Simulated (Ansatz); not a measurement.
Diatomic BeAl+, multiplicity 3 (an upper state: multiplicity 1 came lower at CCSD(T)/def2-TZVPP on PBE0 minima).

Constants: fifth-degree fit in 1/R to seven points, most abundant isotopes. Runs in def2 and cc sets follow the lowest solution found near the PBE0 minimum.

Codes used: Ansatz (Gaussian basis) for Hartree–Fock, density functionals and correlated methods. Values without a source in brackets are computed.

```json
[
 {"level": "PBE/def2-TZVPP", "r_e (Å)": "2.287", "ω_e (cm⁻¹)": "483", "B_e (cm⁻¹)": "0.477", "α_e (cm⁻¹)": "0.0059"},
 {"level": "PBE0/def2-TZVPP", "r_e (Å)": "2.265", "ω_e (cm⁻¹)": "506", "B_e (cm⁻¹)": "0.486", "α_e (cm⁻¹)": "0.0058"},
 {"level": "CCSD/def2-TZVPP", "r_e (Å)": "2.283", "ω_e (cm⁻¹)": "488", "B_e (cm⁻¹)": "0.479", "α_e (cm⁻¹)": "0.0060"},
 {"level": "CCSD(T)/def2-TZVPP", "r_e (Å)": "2.288", "ω_e (cm⁻¹)": "488", "B_e (cm⁻¹)": "0.476", "α_e (cm⁻¹)": "0.0056"}
]
```

Correlated levels freeze the inner cores; with def2 sets outer-core shells near the valence are correlated too.

Doubts at one or more of the structures used: T1 above 0.05 (CCSD/def2-TZVPP, CCSD(T)/def2-TZVPP).

Ansatz is a first-principles code.
